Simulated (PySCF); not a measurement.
## CrO₂(OH)₂, singlet: computed properties

These are results of B3LYP/[Cr def2-SVP, O def2-SVP, H def2-SVP], no relativity, density fitting, PySCF, not measurements.

The structure is a minimum.

```xyz
7
charge 0 multiplicity 1, angstrom
Cr    0.0000    0.0000   -0.0567
O     1.2748    0.0804   -0.9304
O    -1.2748   -0.0804   -0.9304
O    -0.1358    1.4206    0.9429
O     0.1358   -1.4206    0.9429
H     0.7066    1.8452    1.1740
H    -0.7066   -1.8452    1.1740
```

| Property | Result |
| --- | --- |
| Point group | C2 |
| Bond lengths | Cr–O 1.548 Å (×2), Cr–O 1.742 Å (×2), O–H 0.971 Å (×2) |
| Bond angles | Cr–O–H 115.2° (×2), O–Cr–O 107.6° (×2), O–Cr–O 110.1° (×3), O–Cr–O 111.3° |
| Rotational symmetry number | 2 |
| Heat capacity Cp at 298.15 K | 94.2 J/(mol K) |
| Principal polarisabilities | 36.3, 36.3, 43.0 bohr³ |
| Zero-point energy | 91.3 kJ/mol |
| Lowest empty level | -3.89 eV |
| Enthalpy at 298.15 K above 0 K | 18.09 kJ/mol |
| Rotational constants | 0.1496, 0.1346, 0.129 cm⁻¹ |
| Dipole moment | 2.07 D |
| Highest occupied level | -9.07 eV |
| Entropy at 298.15 K and 1 bar | 313.4 J/(mol K) |
| Principal quadrupole moments (Buckingham, traceless) about the centre of mass | -8.61, -2.11, 10.72 D Å |
| Atomisation energy without zero-point energy | 2521 kJ/mol |

Harmonic modes (masses in u: Cr 51.941, O 15.995, H 1.008):
| symmetry | ω (cm⁻¹) | IR (km/mol) | μ (u) |
| --- | --- | --- | --- |
| a | 236 | 36.2 | 2.19 |
| a | 286 | 17.2 | 9.61 |
| b | 302 | 20.9 | 6.03 |
| b | 336 | 0.1 | 6.23 |
| a | 357 | 56.7 | 2.07 |
| b | 368 | 110 | 1.25 |
| a | 419 | 28.6 | 5.44 |
| a | 748 | 88.0 | 11.87 |
| b | 748 | 290 | 2.81 |
| a | 790 | 48.3 | 1.13 |
| b | 811 | 6.3 | 1.76 |
| a | 1126 | 82.8 | 18.05 |
| b | 1154 | 173 | 16.44 |
| b | 3789 | 304 | 1.07 |
| a | 3797 | 78.0 | 1.07 |

In C2 the vibrations span 8a + 7b.

Charges (e):
```
atom  Mulliken  Löwdin  polar tensor  Mayer order to Cr1
 Cr1      0.94    0.12          1.80                   –
O2,3     -0.32   -0.06         -0.52                1.96
O4,5     -0.37   -0.11         -0.71                1.09
H6,7      0.22    0.11          0.33                0.03
```
Other Mayer orders above 0.3: O–H 0.93 (×2).

Mulliken populations on Cr1: s 6.14, p 12.68, d 4.22, f 0.02.

Outer orbital energies (eV). occupied: -12.03, -11.50, -11.40, -10.23, -10.08, -9.91, -9.17, -9.07; empty: -3.89, -3.83, -2.71, -1.79.

Only a few start shapes were tried, so a lower isomer may exist.

The final relaxation and frequency run took roughly 4 core-minutes on a shared host.
